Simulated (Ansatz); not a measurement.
Consider the formal exchange of groups at the Si–F bond: `NC[SiH](N)F` + CH₄ → `C[SiH](N)CN` + H–F.

Calculated with Ansatz (gas phase, PBE0-D4/def2-TZVP geometries, no zero-point term in ΔE). CBS: MP2 limit from def2 TZ/QZ plus the TZ coupled-cluster correction, frozen cores. This one scheme is used for every species. Functionals use def2-TZVPP. B3LYP here is the variant with VWN-RPA as its local correlation; programs differ in this. One conformer a species, not always the lowest.

```json
{"level": "PBE-D4", "ΔE (kJ/mol)": "155.7", "difference from CCSD(T)/CBS": "-6.6"}
{"level": "r2SCAN-D4", "ΔE (kJ/mol)": "169.5", "difference from CCSD(T)/CBS": "7.2"}
{"level": "PBE0-D4", "ΔE (kJ/mol)": "157.0", "difference from CCSD(T)/CBS": "-5.3"}
{"level": "B3LYP-D4", "ΔE (kJ/mol)": "169.8", "difference from CCSD(T)/CBS": "7.5"}
{"level": "ωB97X-V", "ΔE (kJ/mol)": "167.8", "difference from CCSD(T)/CBS": "5.5"}
{"level": "ωB97M-V", "ΔE (kJ/mol)": "167.0", "difference from CCSD(T)/CBS": "4.7"}
{"level": "B2PLYP", "ΔE (kJ/mol)": "173.9", "difference from CCSD(T)/CBS": "11.6"}
{"level": "PBE", "ΔE (kJ/mol)": "160.8", "difference from CCSD(T)/CBS": "-1.5"}
{"level": "r2SCAN", "ΔE (kJ/mol)": "171.1", "difference from CCSD(T)/CBS": "8.8"}
{"level": "PBE0", "ΔE (kJ/mol)": "161.5", "difference from CCSD(T)/CBS": "-0.8"}
{"level": "B3LYP", "ΔE (kJ/mol)": "177.6", "difference from CCSD(T)/CBS": "15.3"}
{"level": "HF/def2-TZVPP", "ΔE (kJ/mol)": "188.9", "difference from CCSD(T)/CBS": "26.6"}
{"level": "MP2/def2-TZVPP", "ΔE (kJ/mol)": "162.0", "difference from CCSD(T)/CBS": "-0.3"}
{"level": "SCS-MP2/def2-TZVPP", "ΔE (kJ/mol)": "168.2", "difference from CCSD(T)/CBS": "5.9"}
{"level": "CCSD/def2-TZVPP", "ΔE (kJ/mol)": "166.1", "difference from CCSD(T)/CBS": "3.8"}
{"level": "CCSD(T)/def2-TZVPP", "ΔE (kJ/mol)": "163.0", "difference from CCSD(T)/CBS": "0.7"}
{"level": "HF/def2-QZVPP", "ΔE (kJ/mol)": "190.3", "difference from CCSD(T)/CBS": "28.0"}
{"level": "MP2/def2-QZVPP", "ΔE (kJ/mol)": "162.1", "difference from CCSD(T)/CBS": "-0.2"}
{"level": "SCS-MP2/def2-QZVPP", "ΔE (kJ/mol)": "168.2", "difference from CCSD(T)/CBS": "5.9"}
{"level": "HF/CBS(def2)", "ΔE (kJ/mol)": "190.5", "difference from CCSD(T)/CBS": "28.2"}
{"level": "MP2/CBS(def2)", "ΔE (kJ/mol)": "161.3", "difference from CCSD(T)/CBS": "-1.0"}
{"level": "CCSD/CBS(def2)", "ΔE (kJ/mol)": "165.4", "difference from CCSD(T)/CBS": "3.1"}
{"level": "CCSD(T)/CBS", "ΔE (kJ/mol)": "162.3", "difference from CCSD(T)/CBS": "0"}
```

Largest T1 diagnostic among the species: 0.010.

In def2-TZVPP, CCSD(T) changes the Hartree–Fock value by −25.9 kJ/mol (the triples alone add −3.1 kJ/mol) and MP2 by −26.9 kJ/mol. The D4 term adds −7.8 kJ/mol with B3LYP and −4.5 kJ/mol with PBE0; it sums over pairs of atoms, weighted by their polarisabilities, and B3LYP, whose exchange is more repulsive, gets the larger term.
